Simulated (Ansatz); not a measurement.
The same path of ClF4H4SiTa (11 atoms, charge 0, multiplicity 1) was run twice with different band settings. Lost on the way: Ta1–Cl2, Ta1–H11, Si7–H11. Made: Ta1–Si7, Cl2–H11.

Theory: Ansatz 0.2.0, RKS PBE/def2-SVP.

Relaxed end points:

```xyz
11
Properties=species:S:1:pos:R:3
Ta 0.104 0.282 0.062
Cl 2.265 1.095 -0.307
F 0.311 0.698 1.898
F 0.283 -0.782 -1.494
F -0.969 1.679 -0.539
F -1.167 -1.010 0.636
Si 1.258 -2.770 1.439
H 0.495 -3.633 0.485
H 2.648 -3.286 1.663
H 0.532 -2.561 2.730
H 1.460 -1.406 0.782
```

```xyz
11
Properties=species:S:1:pos:R:3
Ta -0.553 -0.446 0.342
Cl 3.389 0.098 0.082
F -1.411 -0.455 2.028
F 0.572 -0.692 -1.187
F -0.035 1.344 0.523
F -2.009 -1.250 -0.517
Si 0.998 -2.247 1.543
H 0.049 -3.317 2.023
H 2.021 -2.861 0.632
H 1.648 -1.598 2.733
H 2.551 -0.269 -0.846
```

Common settings: movable images 7; climbing image yes; spring 5.0 eV/Å²; optimiser quadratic models (default); start path through a guess of the saddle point; iteration limit 60; end points relaxed.

| run | force threshold |
| --- | --- |
| 1 | 0.05 eV/Å |
| 2 | 0.5 eV/Å |

Problem. What does each run give, and how far can it be trusted?

Solution. Run 1: converged after 19 iterations, highest image 1.714 eV above the first end. A vibrational analysis at the climbing image gives 2 clearly imaginary modes (371i, 51i cm⁻¹): a point of higher order. A lower path may pass nearby, or the ends, which weren't checked, may share the extra mode.
Run 2: converged after 8 iterations, highest image 1.824 eV above the first end. The threshold of 0.5 eV/Å is loose, so the images may lie well off the minimum-energy path. The order of the point at the top wasn't checked.
The orbitals stay closed-shell, which can raise the energy where a bond breaks towards radicals; this wasn't checked here.
